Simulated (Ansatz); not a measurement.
A single point on `F[Si]1(Br)CC1`.

```yaml
crystal:
  periodic: [false, false, false]
  atoms:
    - {symbol: F, position_ang: [1.094514, 2.057341, -0.216430]}
    - {symbol: Si, position_ang: [0.852338, 0.489352, -0.257153]}
    - {symbol: Br, position_ang: [2.675054, -0.488713, -0.973342]}
    - {symbol: C, position_ang: [-0.795151, -0.176490, -0.583107]}
    - {symbol: C, position_ang: [-0.268571, -0.297029, 0.921395]}
    - {symbol: H, position_ang: [-1.639846, 0.492748, -0.717696]}
    - {symbol: H, position_ang: [-0.924966, -1.117879, -1.107232]}
    - {symbol: H, position_ang: [-0.091121, -1.308512, 1.272407]}
    - {symbol: H, position_ang: [-0.813751, 0.302882, 1.644158]}
basis:
  gaussian: {orbitals: def2-QZVPP}
correlation: {method: mp2}
```

```sh
$ ansatz run in.yaml --threads 4 --pin off --events-out ev --progress --plain --max-ram 10444MiB
```

Shortened log:

```
Functional definition: HF
2754 factors; integrals over basis functions are off by at most 7.2e-4 eV
mean field evaluation 1: about -82693.6479 eV, gradient 4.1e1 eV
mean field evaluation 2: about -82693.7766 eV, gradient 4.1e1 eV
mean field evaluation 4: about -82697.5208 eV, gradient 3.4e0 eV
mean field evaluation 8: about -82697.5681 eV, gradient 2.7e-1 eV
mean field -82697.56832475 eV, -3039.0795815094 hartree, gradient 2.6e-6 eV, S^2 0.000000; 0 other end points of the search recorded, 0 dependent functions left out
17 core orbitals not correlated: weight in the atoms' cores, before any rotation towards them, 1.000 or more for the frozen orbitals, at most 0.000 for the correlated occupied ones
reference -82697.56832475 eV, -3039.0795815094 hartree; 20, 20 occupied and 413, 413 virtual orbitals, 2754 factors
second order -36.67345623 eV of doubles, -0.00000000 eV of singles
Total energy: -82734.24178098 eV, -3040.4273061677 hartree
```

It took 25 s on 4 threads of an Intel Xeon Platinum 8259CL on a shared host, with 2.7 GiB of host memory at the peak.
